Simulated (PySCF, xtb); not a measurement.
bromoethene (C₂H₃Br), SMILES BrC=C.

xtb 6.7.1 with GFN2-xTB at its own geometry gives an orbital gap of 4.40 eV and a dipole moment of 3.11 D.

Geometry optimised at PBE0-D3(BJ)/def2-TZVP.

Question: What does M06-2X/def2-TZVPD in PySCF give? (An estimate is asked for; the answer gives what the named calculation found.)

Answer: gap 9.05 eV (levels -8.62 and 0.43 eV), dipole 1.50 D.
